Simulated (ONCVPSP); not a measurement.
Building the ONCV potential for Ca (PBE, scalar-relativistic).

Ca, optimised norm-conserving Vanderbilt (ONCV), made with ONCVPSP 4.0.1 (PBE, scalar-relativistic). Core [Ne], reference 3s2 3p6 4s2. Waves: 3s+4s: rc 1.70 bohr, ncon 3, nbas 6, qcut 9 1/bohr, 2 projectors; 3p: rc 1.85 bohr, ncon 3, nbas 7, qcut 5.8 1/bohr, 1 projector; d scattering state at 0.09 Ha: rc 1.55 bohr, ncon 4, nbas 6, qcut 8.2 1/bohr, local. Local part: the d channel. Core correction: Teter function fitted to the true core (icmod 2), fcfact 0.6.

In the d channel the program set the typed energies aside and used 0.050 Ha.

All-electron outer shells of the reference configuration (PBE, scalar-relativistic, ld1.x):

```tsv
shell	level (eV)	outermost node (bohr)	outermost maximum (bohr)
3s	-47.09	0.45	0.99
3p	-28.01	0.42	1.04
4s	-3.77	1.43	3.42
```

Question: Does the generator finish with these settings?

Answer: Yes, a potential is produced and its reference levels are reproduced.

Question: Estimate the cutoffs (Ha) at which the residual kinetic energy of the hardest occupied pseudo-wave falls to 1 and 0.1 mHa per electron.

Answer: 20 Ha and 25 Ha.

Question: What does a ghost test show?

Answer: Ghosts flagged at negative energy: s at -315.6 eV; no localised positive-energy state flagged. A true bound ghost makes a file unfit for plane-wave use.

Question: Which valence shell sets the plane-wave cutoff?

Answer: 3s: 20 Ha for 1 mHa per electron, against 16 Ha for 4s.

Question: Tests: 3s2 3p6 4s1; 3s2 3p6 4s0; 3s2 3p6 4s1.5; 3s2 3p6 3d0.5 4s1.5. Which has the largest error in its energy relative to the reference configuration, and how large is it?

Answer: 3s2 3p6 3d0.5 4s1.5, with -3.3 meV (all-electron minus pseudo) on +1.05 eV.
